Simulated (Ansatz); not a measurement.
`B[C@H]1C[Si@H]1Cl` + `B1C=C1` → `BB1C=C1` + `Cl[SiH]1CC1` at 400 K and 1 bar (formal exchange of groups at a B–C bond).

Isolated molecules relaxed with PBE0-D4/def2-TZVP in Ansatz; ΔE leaves out vibrations. CCSD(T)/CBS is the MP2 limit (def2-TZVPP, def2-QZVPP) plus CCSD(T) − MP2 in def2-TZVPP, frozen cores. This one scheme is used for every species.

| species | CCSD(T)/CBS energy (Eh) | H − E (kJ/mol) | S (J/(mol·K)) |
| --- | --- | --- | --- |
| `B[C@H]1C[Si@H]1Cl` | -853.37269 | 229.4 | 369.6 |
| `B1C=C1` | -102.63332 | 127.0 | 256.4 |
| `BB1C=C1` | -128.00789 | 165.2 | 302.2 |
| `Cl[SiH]1CC1` | -827.98104 | 192.4 | 333.5 |

H − E and S are ideal-gas, rigid-rotor, harmonic terms from PBE0-D4/def2-TZVP, for one conformer and one mirror image of each species. 1 Eh = 2625.50 kJ/mol, R = 8.31446 J/(mol·K).

Problem. By hand: ΔE, ΔH, ΔS and ΔG.

Solution. ΔE = (-128.00789) + (-827.98104) − (-853.37269) − (-102.63332) = 0.01708 Eh = 44.8 kJ/mol. Δ(H − E) = 165.2 + 192.4 − 229.4 − 127.0 = 1.2, so ΔH = 46.0 kJ/mol. ΔS = 302.2 + 333.5 − 369.6 − 256.4 = 9.7 J/(mol·K). ΔG = 46.0 − 400 × (9.7)/1000 = 42.1 kJ/mol.

Problem. By hand: the equilibrium constant, and the temperature at which ΔG would vanish if ΔH and ΔS stayed fixed.

Solution. log₁₀ K = −ΔG/(RT ln 10) = -5.5. ΔG = 0 at ΔH/ΔS = 4742 K, far beyond where these terms or the molecules hold.

The number of gas molecules stays the same, so ΔS is small and ΔH decides. A doubt of 5 kJ/mol in ΔE shifts log₁₀ K by 0.7 here. Other conformers and mirror images would add mixing entropy, several J/(mol·K) or more a flexible species. These are equilibria of isolated gas molecules and say nothing of rates. Largest T1 diagnostic: 0.013 (customary marks: 0.02 for closed shells, 0.045 for open ones).
